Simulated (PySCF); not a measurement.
Mapped SMILES: `[CH2:1]=[CH:2][CH2:3][n:4]1[n:5][cH:6][c:7]([SiH3:8])[n:9]1`. Each H is labelled by its parent atom. Ha(C1) is cis to C3; Hb(C1) is trans to C3.

PySCF 2.14 calculation with σ from GIAO-B97-2/pcSseg-1 and structure optimised with PBE0-D3(BJ)/def2-SVP; rapidly exchanging positions averaged, one conformer, isolated molecule, non-relativistic Hamiltonian.

List the cross peaks expected in HSQC, COSY and HMBC spectra.

## Answers



HSQC (one-bond C–H):
```csv
δH,δC
7.73 (H(C6)),145.0 (C6)
6.32 (H(C2)),139.8 (C2)
5.58 (Ha(C1)),123.5 (C1)
5.42 (Hb(C1)),123.5 (C1)
4.81 (H(C3)),59.3 (C3)
```

COSY cross peaks (H two or three bonds apart, from the bond graph; peaks can be absent where the dihedral angle is near 90°):
```csv
δH,δH
6.32 (H(C2)),5.58 (Ha(C1))
6.32 (H(C2)),5.42 (Hb(C1))
6.32 (H(C2)),4.81 (H(C3))
5.58 (Ha(C1)),5.42 (Hb(C1))
```

HMBC (two and three bonds, from the bond graph):
```csv
δH,δC
7.73 (H(C6)),135.4 (C7)
6.32 (H(C2)),"123.5 (C1), 59.3 (C3)"
5.58 (Ha(C1)),"139.8 (C2), 59.3 (C3)"
5.42 (Hb(C1)),"139.8 (C2), 59.3 (C3)"
4.81 (H(C3)),"139.8 (C2), 123.5 (C1)"
4.39 (H(Si8)),"145.0 (C6), 135.4 (C7)"
```

References, each an isolated molecule treated in the same way: TMS for ¹H (σ = 31.38 ppm), ¹³C (σ = 183.69 ppm).

Short H···H contacts in this conformer between protons four or more bonds apart (candidates for NOE cross peaks, intensity ∝ r⁻⁶): Ha(C1)···H(C3) 2.45 Å.

Shifts are as computed. Against solution values, carbons near 30 ppm lie about +1 ppm off and those near 130 ppm about +2 ppm. Of 1313 compounds with measured shifts, 239 miss one by over three times the rms of a fit or turn the order of signals round; such compounds aren't used in these exercises.
